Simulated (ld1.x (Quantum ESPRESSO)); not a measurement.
## Transferability test, TM semilocal potential for Te

| Quantity | Value |
| --- | --- |
| Element | Te (Z = 52) |
| Generator | ld1.x (Quantum ESPRESSO) 7.5 |
| Type | norm-conserving Troullier–Martins (semilocal form) |
| Functional | LDA (PZ) |
| Relativity | scalar-relativistic |
| Frozen core | [Kr] |
| Valence charge | 16 |
| Reference configuration | 4d10 5s2 5p4 |
| Partial waves | 5s (bound): rc 1.75 bohr; 4d (bound): rc 0.85 bohr; 5p (bound): rc 2.35 bohr |
| Local potential | the p channel |
| Core correction | Bessel-smoothed model core inside 0.60 bohr |

Energies are relative to the spin-unpolarised reference configuration 4d10 5s2 5p4; without spin polarisation the order of configurations can differ from experiment. Spin-polarised rows fill each open shell by Hund’s rule, majority spin first.

Task: Give the all-electron excitation energy and the error of the potential for: 4d10 5s2 5p3; 4d10 5s2 5p2; 4d10 5s2 5p1; 4d10 5s2 5p4.3; 4d9 5s2 5p4; 4d10 5s1 5p4; 4d10 5s0 5p6; 4d10 5s2 5p4 (spin-polarised); 4d10 5s2 5p3 (spin-polarised).

Result:

| valence configuration | charge | ΔE all-electron (eV) | error AE − PS (meV) |
| --- | --- | --- | --- |
| 4d10 5s2 5p3 | +1 | 9.916 | -0.6 |
| 4d10 5s2 5p2 | +2 | 28.089 | +1.9 |
| 4d10 5s2 5p1 | +3 | 55.321 | +5.7 |
| 4d10 5s2 5p4.3 | -0.3 | -1.516 | +0.5 |
| 4d9 5s2 5p4 | +1 | 49.313 | -236 |
| 4d10 5s1 5p4 | +1 | 19.846 | +2.4 |
| 4d10 5s0 5p6 | 0 | 18.915 | -4.1 |
| 4d10 5s2 5p4 (spin-polarised) | 0 | -0.480 | +4.4 |
| 4d10 5s2 5p3 (spin-polarised) | +1 | 8.605 | +11 |
